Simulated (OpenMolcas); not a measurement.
A run on Ni3+ with 6 ligands (chloride) in octahedral coordination (Oh) at 2.45 Å. A charge of +0.5 e stands 3.2 Å behind each ligand. Ligand basis ANO-RCC-VDZP.
```
Ni    0.0000    0.0000    0.0000
Cl    2.4500    0.0000    0.0000
Cl    0.0000    2.4500    0.0000
Cl   -2.4500    0.0000    0.0000
Cl    0.0000   -2.4500    0.0000
Cl    0.0000    0.0000    2.4500
Cl    0.0000    0.0000   -2.4500
```

```
Program             : OpenMolcas
Method              : CASSCF
Basis               : ANO-RCC-VTZP [6s5p3d2f1g]
Scalar Hamiltonian  : DKH2, point nucleus
Active space        : 7 electrons in 5 orbitals (3d)
State averaging     : 2S+1 = 4 even, 10 roots; 2S+1 = 2 even, 40 roots
Spin-orbit coupling : RASSI with atomic mean-field integrals over the reference wave functions
```

167 basis functions. Blocks (2S+1, parity, CSFs, roots kept): 4, even, 10, 10; 2, even, 40, 40.

How long do the RASSCF and RASSI steps take on 1 thread of Arm Neoverse V2, on a shared host?

About 38 s of wall time, without the integral step.
